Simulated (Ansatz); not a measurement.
Abridged output of a molecular run in Ansatz:

```
Functional definition: HF
1581 factors; integrals over basis functions are off by at most 1.2e-3 eV
mean field evaluation 1: about -137346.7943 eV, gradient 4.9e1 eV
mean field evaluation 2: about -137346.9904 eV, gradient 4.9e1 eV
mean field evaluation 4: about -137351.7131 eV, gradient 2.7e0 eV
mean field evaluation 8: about -137351.7877 eV, gradient 3.2e-1 eV
mean field evaluation 16: about -137351.7885 eV, gradient 2.3e-6 eV
mean field -137351.78848579 eV, -5047.5851264667 hartree, gradient 2.3e-6 eV, S^2 0.000000; 0 other end points of the search recorded, 0 dependent functions left out
20 core orbitals not correlated: weight in the atoms' cores, before any rotation towards them, 1.000 or more for the frozen orbitals, at most 0.000 for the correlated occupied ones
reference -137351.78848579 eV, -5047.5851264667 hartree; 30, 30 occupied and 192, 192 virtual orbitals, 1581 factors
second order -37.25339648 eV of doubles, -0.00000000 eV of singles
cycle   1  -36.25306339 eV  change     1.0e0 eV  update   1.7e-1
cycle   2  -37.13281969 eV  change   -8.8e-1 eV  update   6.8e-2
cycle   3  -37.38460169 eV  change   -2.5e-1 eV  update   3.0e-2
cycle   4  -37.35550707 eV  change    2.9e-2 eV  update   8.7e-3
cycle   5  -37.34329227 eV  change    1.2e-2 eV  update   3.2e-3
cycle   6  -37.34532414 eV  change   -2.0e-3 eV  update   1.3e-3
cycle   7  -37.34534465 eV  change   -2.1e-5 eV  update   4.5e-4
cycle   8  -37.34499334 eV  change    3.5e-4 eV  update   2.0e-4
cycle   9  -37.34512115 eV  change   -1.3e-4 eV  update   7.3e-5
cycle  10  -37.34518627 eV  change   -6.5e-5 eV  update   2.6e-5
perturbative correction -1.41525451 eV, -0.0520096439 hartree
Total energy: -137390.54892657 eV, -5049.0095463927 hartree
```

Its atoms:

Cartesian coordinates in Å:
```
F -1.637 -1.315 0.049
Hf -0.034 -0.319 0.154
F 1.320 -1.247 1.089
Se -0.618 1.906 1.301
Se 0.900 0.200 -2.184
H -1.998 1.401 1.417
H 2.067 -0.626 -1.826
```

Question: Which basis set was used?
A. def2-SVPD
B. cc-pV(D+d)Z
C. def2-TZVPP
D. def2-QZVPP

Answer: C. It gives 242 functions.

Question: Write the keys of the input that set method, charge and spin (a neutral closed shell needs none for the last two).

Answer: 
```yaml
correlation: {method: ccsd_t}
```
